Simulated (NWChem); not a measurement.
System: NH₄ cation; SMILES [NH4+]

Input file for NWChem:

```
start job
memory heap 200 mb stack 900 mb global 1100 mb
charge 1
geometry units angstroms noautoz
  N      0.000000     0.000000     0.000000
  H     -0.590962    -0.590962    -0.590962
  H      0.590962     0.590962    -0.590962
  H     -0.590962     0.590962     0.590962
  H      0.590962    -0.590962     0.590962
end
basis spherical
  * library sto-3g
end
dft
  xc xtpss03 ctpss03
  iterations 150
  mulliken
end
task dft energy
```

Output (shortened):

```
             Northwest Computational Chemistry Package (NWChem) 7.3.0
             --------------------------------------------------------

 TD  symmetry detected

                             Geometry "geometry" -> ""
                             -------------------------

 Output coordinates in angstroms (scale by  1.889725989 to convert to a.u.)

  No.       Tag          Charge          X              Y              Z
 ---- ---------------- ---------- -------------- -------------- --------------
    1 N                    7.0000     0.00000000     0.00000000     0.00000000
    2 H                    1.0000    -0.59096200    -0.59096200    -0.59096200
    3 H                    1.0000     0.59096200     0.59096200    -0.59096200
    4 H                    1.0000    -0.59096200     0.59096200     0.59096200
    5 H                    1.0000     0.59096200    -0.59096200     0.59096200

 Effective nuclear repulsion energy (a.u.)      16.3752187520

      Symmetry information
      --------------------

 Group name              Td
 Group number             42
 Group order              24
 No. of unique centers     2

                                 NWChem DFT Module
                                 -----------------

 Summary of "ao basis" -> "ao basis" (spherical)
 ------------------------------------------------------------------------------
       Tag                 Description            Shells   Functions and Types
 ---------------- ------------------------------  ------  ---------------------
 N                           sto-3g                  3        5   2s1p
 H                           sto-3g                  1        1   1s

      Symmetry analysis of basis
      --------------------------

        a1          3
        a2          0
        e           0
        t1          0
        t2          6

            General Information
            -------------------
          SCF calculation type: DFT
          Wavefunction type:  closed shell.
          No. of atoms     :     5
          No. of electrons :    10
           Alpha electrons :     5
            Beta electrons :     5
          Charge           :     1
          Spin multiplicity:     1
          Use of symmetry is: on ; symmetry adaption is: on
          Maximum number of iterations: 150
          AO basis - number of functions:     9
                     number of shells:     7
          Convergence on energy requested:  1.00D-06
          Convergence on density requested:  1.00D-05
          Convergence on gradient requested:  5.00D-04

              XC Information
              --------------
                  TPSS metaGGA Exchange Functional  1.000
             TPSS03 metaGGA Correlation Functional  1.000

             Grid Information
             ----------------
          Grid used for XC integration:  medium
          Radial quadrature: Mura-Knowles
          Angular quadrature: Lebedev.
          Tag              B.-S. Rad. Rad. Pts. Rad. Cut. Ang. Pts.
          ---              ---------- --------- --------- ---------
          N                   0.65       49           5.0       434
          H                   0.35       45           6.0       434
          Grid pruning is: on
          Number of quadrature shells:    94
          Spatial weights used:  Erf1

      Superposition of Atomic Density Guess
      -------------------------------------

 Sum of atomic energies:         -55.48254128

 Renormalizing density from      11.00 to     10

      Non-variational initial energy
      ------------------------------

 Total energy =     -52.155878
 1-e energy   =     -97.861739
 2-e energy   =      29.330643
 HOMO         =      -1.036128
 LUMO         =       0.026312

      Symmetry analysis of molecular orbitals - initial
      -------------------------------------------------

  Numbering of irreducible representations:

     1 a1          2 a2          3 e           4 t1          5 t2

  Orbital symmetries:

     1 a1          2 a1          3 t2          4 t2          5 t2
     6 a1          7 t2          8 t2          9 t2

     ---------------------------------------------
      Total Density - Mulliken Population Analysis
     ---------------------------------------------

    Atom       Charge   Shell Charges
 -----------   ------   -------------------------------------------------------
    1 N    7     8.04   2.00  1.68  4.36
    2 H    1     0.49   0.49
    3 H    1     0.49   0.49
    4 H    1     0.49   0.49
    5 H    1     0.49   0.49

   convergence    iter        energy       DeltaE   RMS-Dens  Diis-err
 ---------------- ----- ----------------- --------- --------- ---------
 d= 0,ls=0.0,diis     1    -56.1544572887 -7.25D+01  1.17D-01  4.34D-01
 d= 0,ls=0.0,diis     2    -56.1490590086  5.40D-03  6.05D-02  4.56D-01
 d= 0,ls=0.0,diis     3    -56.2113845264 -6.23D-02  1.22D-03  1.79D-04
 d= 0,ls=0.0,diis     4    -56.2114099936 -2.55D-05  1.83D-05  3.85D-08
 d= 0,ls=0.0,diis     5    -56.2114099988 -5.24D-09  1.69D-07  2.38D-12

         Total DFT energy =      -56.211409998829
      One electron energy =     -103.617980540551
           Coulomb energy =       39.055191379624
    Exchange-Corr. energy =       -8.023839589876
 Nuclear repulsion energy =       16.375218751974

 Numeric. integr. density =       10.000006284858

                  Occupations of the irreducible representations
                  ----------------------------------------------

                     irrep           alpha         beta
                     --------     --------     --------
                     a1                2.0          2.0
                     a2                0.0          0.0
                     e                 0.0          0.0
                     t1                0.0          0.0
                     t2                3.0          3.0

                       DFT Final Molecular Orbital Analysis
                       ------------------------------------

 Vector    3  Occ=2.000000D+00  E=-7.938474D-01  Symmetry=t2
              MO Center=  5.8D-02, -1.5D-01,  1.1D-01, r^2= 8.9D-01
   Bfn.  Coefficient  Atom+Function         Bfn.  Coefficient  Atom+Function
  ----- ------------  ---------------      ----- ------------  ---------------
     3      0.578168  1 N  px                 9      0.385959  5 H  s
     5      0.308966  1 N  pz                 6     -0.231772  2 H  s
     4     -0.221431  1 N  py                 8     -0.170819  4 H  s

 Vector    4  Occ=2.000000D+00  E=-7.938474D-01  Symmetry=t2
              MO Center= -1.9D-01,  2.5D-04,  3.5D-04, r^2= 8.9D-01
   Bfn.  Coefficient  Atom+Function         Bfn.  Coefficient  Atom+Function
  ----- ------------  ---------------      ----- ------------  ---------------
     4      0.561765  1 N  py                 5      0.403967  1 N  pz
     6     -0.335978  2 H  s                  8      0.336483  4 H  s
     9     -0.055192  5 H  s                  7      0.054686  3 H  s

 Vector    5  Occ=2.000000D+00  E=-7.938474D-01  Symmetry=t2
              MO Center=  1.4D-01,  1.5D-01, -1.1D-01, r^2= 8.7D-01
   Bfn.  Coefficient  Atom+Function         Bfn.  Coefficient  Atom+Function
  ----- ------------  ---------------      ----- ------------  ---------------
     5      0.469170  1 N  pz                 7     -0.413324  3 H  s
     3     -0.380120  1 N  px                 4     -0.337873  1 N  py
     8      0.178056  4 H  s                  9      0.148638  5 H  s
     6      0.086630  2 H  s

 Vector    6  Occ=0.000000D+00  E=-2.953422D-02  Symmetry=a1
              MO Center= -1.1D-15,  3.1D-17,  3.6D-15, r^2= 1.7D+00
   Bfn.  Coefficient  Atom+Function         Bfn.  Coefficient  Atom+Function
  ----- ------------  ---------------      ----- ------------  ---------------
     2      1.412514  1 N  s                  6     -0.619720  2 H  s
     7     -0.619720  3 H  s                  8     -0.619720  4 H  s
     9     -0.619720  5 H  s                  1     -0.206250  1 N  s

 Vector    7  Occ=0.000000D+00  E= 1.914182D-02  Symmetry=t2
              MO Center= -9.5D-04,  3.8D-02,  2.0D-02, r^2= 1.4D+00
   Bfn.  Coefficient  Atom+Function         Bfn.  Coefficient  Atom+Function
  ----- ------------  ---------------      ----- ------------  ---------------
     3      0.990446  1 N  px                 8      0.676274  4 H  s
     7     -0.644590  3 H  s                  9     -0.616677  5 H  s
     6      0.584994  2 H  s                  5     -0.046800  1 N  pz

 Vector    8  Occ=0.000000D+00  E= 1.914182D-02  Symmetry=t2
              MO Center=  1.3D-01, -3.3D-02,  5.5D-03, r^2= 1.3D+00
   Bfn.  Coefficient  Atom+Function         Bfn.  Coefficient  Atom+Function
  ----- ------------  ---------------      ----- ------------  ---------------
     5      0.977660  1 N  pz                 9     -0.752376  5 H  s
     7      0.698727  3 H  s                  6      0.546259  2 H  s
     8     -0.492609  4 H  s                  4     -0.161860  1 N  py
     3      0.042130  1 N  px

     ---------------------------------------------
      Total Density - Mulliken Population Analysis
     ---------------------------------------------

    Atom       Charge   Shell Charges
 -----------   ------   -------------------------------------------------------
    1 N    7     7.43   1.99  1.56  3.88
    2 H    1     0.64   0.64
    3 H    1     0.64   0.64
    4 H    1     0.64   0.64
    5 H    1     0.64   0.64

     -------------------------------------------
      Total Density - Lowdin Population Analysis
     -------------------------------------------

    Atom       Charge   Shell Charges
 -----------   ------   -------------------------------------------------------
    1 N    7     7.06   1.99  1.24  3.83
    2 H    1     0.74   0.74
    3 H    1     0.74   0.74
    4 H    1     0.74   0.74
    5 H    1     0.74   0.74

     Multipole analysis of the density
     ---------------------------------

[...]
```

Level: TPSS/STO-3G. Structure relaxed at the PBE0-D3(BJ)/def2-TZVP level.
